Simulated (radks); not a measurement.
Valence configurations of Se (all share [Ar]). All-electron calculation, scalar-relativistic Kohn-Sham, PBE, spin-polarised, spherical densities, finite nucleus; open shells are filled with parallel spins first; Fermi nuclear charge, rms radius 4.14 fm. Program: a radial shooting solver on a logarithmic mesh with Libxc functionals. Energies are relative to 3d10 4s2 4p4; eigenvalues in eV for spin up.

valence          E (eV)  moment (Bohr magnetons)    e(3d)   e(4p)    e(4s)
3d10 4s2 4p4      0.000                        2  -53.082  -7.117  -17.906
3d10 4s1 4p5     10.792                        2  -54.781  -7.805  -18.910
3d10 4p6         22.715                        0  -56.237  -7.706        -
3d9.5 4s2 4p4.5  24.756                        2  -59.187  -7.658  -18.959
3d9.5 4s1 4p5.5  36.007                        2  -60.818  -8.317  -19.909
3d9 4s2 4p5      51.794                        2  -65.412  -8.182  -19.972
3d9 4s1 4p6      63.492                        2  -66.983  -8.816  -20.875
3d8 4s2 4p6      112.92                        2  -78.232  -9.200  -21.908

NIST lists [Ar] 3d10 4s2 4p4 as the ground configuration; this level of theory agrees among the configurations tried. The energies are those of spherical high-spin densities, not of single terms.
